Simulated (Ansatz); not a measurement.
```
atom    x (Å)    y (Å)    z (Å)
   N   0.0250  -0.0126  -0.5075
   N  -0.0009  -0.0490   0.5392
```

Basis set: 6-31G (spherical functions). Correlated methods keep 2 orbitals frozen. Charge 0, multiplicity 1.

Computed with Ansatz (development build ahead of 0.2.0); each method stands on the lowest determinant of its kind that the runs found. Restricted open shells among the atoms or ions are ROHF, correlated in semicanonical orbitals with singles.

The atomization energy at this shape (free ground-state atoms in the same class of orbitals less the molecule, no zero-point energy) of singlet N₂:

| method | atomization energy |
| --- | --- |
| RHF | 2.65 eV |

(1) What does RHF-MP2 give?

## Answers

(1) 7.10 eV.

This basis has no polarisation functions and is too small for such energies, which can lie far from measured ones in either direction.
